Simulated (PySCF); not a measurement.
Compound: C6H7O2 (doublet state).
Z-matrix (Å and degrees, GFN2-xTB geometry), rows numbered from 1:
```
C 
C   1  1.3141
C   2  1.5085  1  135.11
C   3  1.4878  2   87.33  1   177.08
C   4  1.4941  3   93.93  2     3.16
C   5  1.5149  2  112.97  1    67.54
O   6  1.2006  5  125.74  2    53.44
O   6  1.3401  5  111.53  2  -126.93
H   1  1.0772  2  121.81  3   179.93
H   1  1.0772  2  121.37  3    -0.01
H   3  1.0943  2  115.48  1    58.90
H   3  1.0956  2  114.35  1   -66.36
H   4  1.0709  3  131.30  2   160.08
H   5  1.0944  2  116.27  1   -57.89
H   8  0.9708  6  110.56  5   180.00
```

The hyperfine couplings belong to this conformer and change with its torsions.

The species is `C=C1C[CH][C@@H]1C(=O)O` [radical].

Computed, not measured: PySCF 2.14.0, UKS B3LYP, pcH-1 on C H O, non-relativistic, mean-field spin-orbit, GIAO. Isolated species at its GFN2-xTB geometry (one conformer only). GFN2-xTB frequencies show an imaginary mode (24i cm⁻¹), so this geometry is no minimum at that level. The geometry wasn't refined by DFT: couplings that depend on bond lengths, twists or pyramidal angles can differ widely from those at the functional's own minimum. Stability of the SCF solution: not tested.

(1) Predict the first-order ENDOR lines of H12, H11, H14, H13, H15, H9 and H10 under fast tumbling at B = 332.6 mT (X band).

(2) Which pairs are centred on the nuclear Larmor frequency, and which on half the coupling?

## Answers

(1) For S = 1/2 in fast tumbling each set of equivalent nuclei gives two lines, ν± = |νn ± a/2| to first order, with νn = g_N μN B/h and μN/h = 7.62259 MHz/T.

| nuclei | isotope | g_N | νn (MHz) | a_iso (MHz) | lower line (MHz) | upper line (MHz) |
| --- | --- | --- | --- | --- | --- | --- |
| H12 | 1H | 5.5857 | 14.16 | 119.19 | 45.44 | 73.76 |
| H11 | 1H | 5.5857 | 14.16 | 116.38 | 44.03 | 72.35 |
| H14 | 1H | 5.5857 | 14.16 | 101.78 | 36.73 | 65.05 |
| H13 | 1H | 5.5857 | 14.16 | -54.35 | 13.01 | 41.34 |
| H15 | 1H | 5.5857 | 14.16 | 2.14 | 13.09 | 15.23 |
| H9 | 1H | 5.5857 | 14.16 | 1.02 | 13.65 | 14.67 |
| H10 | 1H | 5.5857 | 14.16 | 0.99 | 13.67 | 14.65 |

(2) Centred on νn, since |a| < 2νn: H15, H9 and H10. Centred on |a|/2 and split by 2νn: H12, H11, H14 and H13.

The largest Mulliken spin populations are on C4 (+1.01), C3 (-0.09) and C5 (-0.07). C4 is the only atom above +0.15. The positive populations add up to 1.21 and the negative ones to -0.21, together 2S = 1. The angles at C4 add up to 355.3°, so it is nearly planar; its axial dipolar tensor and the negative coupling of its proton fit spin in a p orbital normal to that plane.
